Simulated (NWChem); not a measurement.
## Which level was it?

The species is InClF2 (4 atoms), meant as a singlet with charge 0. SMILES: `[F][In]([F])[Cl]`. The shape is that of a PBE0-D4/def2-TZVP optimisation.

```xyz
4

F     0.5882    0.6146    1.7496
In    0.0467   -0.0405    0.0251
F     0.8315   -1.7207   -0.4821
Cl   -1.4109    1.0863   -1.3128
```

Orbital energies are those of the mean-field step.

A calculation with NWChem 7.3.0 gave:

* total energy: -6369.9693 Eh
* dipole moment: 0.11 D
* HOMO energy: -13.16 eV
* LUMO energy: 0.48 eV
* HOMO–LUMO gap: 13.64 eV
* largest force: 2.603 eV/Å

Task: Which of these levels gave the numbers?
A. HF/3-21G
B. MP2/def2-SVP (core potential)
C. HF/STO-3G
D. HF/def2-SVP (core potential)

Result: A. The others give -847.3726 Eh (HF/def2-SVP (core potential)), -847.9601 Eh (MP2/def2-SVP (core potential)), -6333.6300 Eh (HF/STO-3G).
